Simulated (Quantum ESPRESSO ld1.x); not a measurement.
Valence configurations of N2+ (all share [He]). Method: non-relativistic Kohn-Sham, LDA (Slater exchange, Perdew-Zunger correlation), spin-polarised, spherical densities, point nucleus; open shells are filled with parallel spins first; computed with ld1.x of Quantum ESPRESSO 7.5. Order these by energy: 2s1.5 2p1.5; 2s0.5 2p2.5; 2p3; 2s2 2p1; 2s1 2p2.

Answer. From the lowest, in eV above it: 2s2 2p1 0.000; 2s1.5 2p1.5 3.956; 2s1 2p2 6.385; 2s0.5 2p2.5 12.046; 2p3 17.710. NIST lists [He] 2s2 2p1 as the ground configuration; this level of theory agrees among the configurations tried. The energies are those of spherical high-spin densities, not of single terms.
